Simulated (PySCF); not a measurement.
Job file and geometry (Å, from GFN2-xTB) of an NMR shielding run on `CCCB(P)CCC`, C₆H₁₆BP, GIAO PBE0/pcSseg-1 NMR shielding, non-relativistic, gas phase in PySCF; density fitting, a coarse starting grid and PySCF grid level 2 are the driver's defaults:

```
$ OMP_NUM_THREADS=1 python probes_run.py task.json out

{"job": {"kind": "nmr", "xc": "PBE0", "basis": "pcSseg-1"}, "charge": 0, "multiplicity": 1}
C      3.909614     0.332149     0.036012
C      2.639046    -0.443308    -0.290744
C      1.378101     0.361139     0.033536
B     -0.019496    -0.294117    -0.329830
P     -0.124192    -1.916809    -1.285255
C     -1.317147     0.571595    -0.045848
C     -2.675199    -0.097104    -0.272438
C     -3.831345     0.871590    -0.054060
H      4.792781    -0.262677    -0.185849
H      3.959913     1.249345    -0.547459
H      3.931127     0.596968     1.091438
H      2.634246    -1.375379     0.280900
H      2.634961    -0.706296    -1.352567
H      1.450233     1.323504    -0.485186
H      1.396324     0.617340     1.098153
H     -1.187994    -2.504240    -0.632531
H      0.836902    -2.646401    -0.616885
H     -1.290818     0.971667     0.972453
H     -1.267031     1.453599    -0.694786
H     -2.783270    -0.943672     0.411191
H     -2.716605    -0.488387    -1.293277
H     -3.816692     1.258621     0.963128
H     -3.758911     1.713290    -0.740103
H     -4.786282     0.377346    -0.218971
```

**Question.** What does the program print?

**Answer.** 
```
coarse grid: 19152 points
cycle   1  E = -603.8468137320  dE =  5.115e-01  |g| = 5.101e-01  |ddm| = 4.102e+00
cycle   2  E = -603.8329676849  dE =  1.385e-02  |g| = 5.674e-01  |ddm| = 1.042e+00
cycle   3  E = -603.9203124400  dE = -8.734e-02  |g| = 3.688e-02  |ddm| = 5.891e-01
cycle   4  E = -603.9206122830  dE = -2.998e-04  |g| = 2.056e-02  |ddm| = 8.117e-02
cycle   5  E = -603.9207311150  dE = -1.188e-04  |g| = 4.606e-03  |ddm| = 3.263e-02
cycle   6  E = -603.9207361185  dE = -5.004e-06  |g| = 1.426e-03  |ddm| = 6.179e-03
final grid: 176336 points
cycle   7  E = -603.9682022788  dE = -7.466e-05  |g| = 1.036e-02  |ddm| = 4.832e-02
cycle   8  E = -603.9681933519  dE =  8.927e-06  |g| = 1.190e-02  |ddm| = 1.933e-02
cycle   9  E = -603.9682303581  dE = -3.701e-05  |g| = 4.134e-04  |ddm| = 1.067e-02
cycle  10  E = -603.9682304001  dE = -4.203e-08  |g| = 1.817e-04  |ddm| = 8.936e-04
cycle  11  E = -603.9682304085  dE = -8.421e-09  |g| = 6.135e-05  |ddm| = 2.699e-04
cycle  12  E = -603.9682304095  dE = -9.761e-10  |g| = 1.005e-05  |ddm| = 7.112e-05
converged SCF energy = -603.9682304095

GIAO shielding tensors (ppm)
atom      isotropic    diamagn.    paramagn.     s11        s22        s33       span
  0 C      167.054     244.192     -77.138    153.317    160.632    187.212     33.895
  1 C      161.271     248.246     -86.975    152.263    161.492    170.058     17.794
  2 C      148.589     256.430    -107.841    126.769    148.855    170.144     43.375
  3 B        0.247     194.050    -193.803    -76.058    -37.849    114.650    190.708
  4 P      539.232     970.186    -430.954    483.057    526.293    608.347    125.289
  5 C      148.357     256.442    -108.085    125.971    149.234    169.865     43.894
  6 C      161.079     248.231     -87.152    152.194    161.129    169.915     17.721
  7 C      166.991     244.202     -77.211    153.343    160.438    187.193     33.850
  8 H       30.378      26.111       4.267     25.413     27.844     37.877     12.464
  9 H       30.778      28.582       2.196     26.867     28.872     36.596      9.730
 10 H       30.793      28.761       2.032     26.844     28.970     36.566      9.722
 11 H       30.105      33.028      -2.923     24.826     30.893     34.595      9.769
 12 H       30.242      32.429      -2.187     24.606     31.389     34.732     10.126
 13 H       30.426      36.089      -5.663     25.629     31.387     34.263      8.634
 14 H       30.273      36.276      -6.004     25.539     30.958     34.321      8.782
 15 H       29.306      32.537      -3.231     23.361     28.893     35.663     12.302
 16 H       29.292      32.595      -3.302     23.335     28.864     35.678     12.344
 17 H       30.147      36.489      -6.342     25.349     30.908     34.184      8.836
 18 H       30.572      35.828      -5.257     25.977     31.303     34.435      8.458
 19 H       30.214      33.020      -2.806     25.215     30.819     34.609      9.395
 20 H       30.163      32.509      -2.346     24.307     31.320     34.862     10.555
 21 H       30.771      28.761       2.011     26.759     28.965     36.589      9.830
 22 H       30.793      28.546       2.247     26.939     28.878     36.563      9.623
 23 H       30.370      26.117       4.253     25.419     27.830     37.860     12.442
```

Size and cost of the density-fitted run: 223 basis functions, 58 s wall time on 1 thread of an Arm Neoverse V1, shared host; peak memory 0.97 GiB.
